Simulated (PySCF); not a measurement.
Level of theory: PySCF 2.14.0 with PBE-D3(BJ)/def2-TZVP // r2SCAN-D4/def2-SVP. All species are isolated molecules in the gas phase. 

Reference species: [Zr(F)3(Br)] (neutral, multiplicity 1).

* **HOMO**: -7.96 eV
* **LUMO**: -2.77 eV
* **coordination number**: 4
* **charge on the central atom (Mulliken)**: 1.53 e

Changed species: [Zr(F)(Br)3] (3 of 4 F replaced by Br; the reference has 1 of 4 F replaced by Br).

Question: What does the change do to the HOMO, LUMO, coordination number and charge on the central atom (Mulliken)?

Answer: the HOMO rises by 0.29 eV, to -7.67 eV; the LUMO drops by 0.67 eV, to -3.44 eV; the coordination number is nearly the same; the charge on the central atom (Mulliken) falls by 0.25 e, to 1.28 e.
